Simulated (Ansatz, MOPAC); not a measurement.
Spectroscopic constants of ZnF, multiplicity 2 (the spin of the measured ground state). No spin–orbit coupling. Zn is treated without relativity.

Constants: fifth-degree fit in 1/R to seven points, most abundant isotopes. Runs in def2 and cc sets follow the lowest solution found near the PBE0 minimum.

Correlated levels freeze the inner cores; with def2 sets outer-core shells near the valence are correlated too. CBS(a, b) extrapolates the correlation energy as X⁻³ and adds the Hartree–Fock energy of set b. The state that PM6 reach isn't checked.

Run with Ansatz (Gaussian basis) for Hartree–Fock, density functionals and correlated methods; MOPAC for PM6 (differences of heats of formation). 

What bond length and harmonic frequency does PM6 give?

r_e = 1.725 Å, ω_e = 621 cm⁻¹.

What bond length and harmonic frequency does CCSD(T)/def2-QZVPP give, and what D_e (from each atom's lowest state at the same level)?

r_e = 1.770 Å, ω_e = 629 cm⁻¹, D_e = 3.09 eV.

What bond length and harmonic frequency does CCSD(T)/CBS(def2-TZVPP, def2-QZVPP) give?

r_e = 1.765 Å, ω_e = 632 cm⁻¹.

Measured for the ground state: D_0 3.734 ± 0.65 eV (a handbook's tabulated 298 K bond energy less 3RT/2; such tables hold older values) [Luo, bond dissociation energies, CRC Handbook].

Ansatz is a quantum-chemistry and plane-wave program.
